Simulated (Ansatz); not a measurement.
W(NH)Cl4 (WNCl₄H). Total charge 0; singlet. Geometry PBE-D4/def2-SVP, basis def2-TZVP, Ansatz.

```tsv
run	HOMO (eV)	LUMO (eV)
A	-7.62	-5.20
B	-8.60	-4.57
C	-9.90	-3.57
D	-7.27	-5.14
E	-10.77	-2.59
```

In the def2 sets W takes a core potential; there is no spin–orbit coupling.

**Question.** The runs used CAM-B3LYP, PBE, PBE0, r2SCAN, ωB97M-V. Estimate which is which.

**Answer.** A r2SCAN (0 % exact exchange); B PBE0 (25 % exact exchange); C CAM-B3LYP (range-separated); D PBE (0 % exact exchange); E ωB97M-V (range-separated). Exact exchange lowers occupied and raises empty levels; among semilocal functionals meta-GGAs tend to open the gap a little, and such runs are hard to tell apart. The gap grows from 2.13 eV (PBE) to 8.18 eV (ωB97M-V). The restricted singlet is unstable towards broken spin symmetry in Hartree–Fock (as tested in another run); at r2SCAN-D4/def2-TZVP, PBE0-D4/def2-TZVP, CAM-B3LYP-D4/def2-TZVP, ωB97M-V/def2-TZVP this wasn't settled.
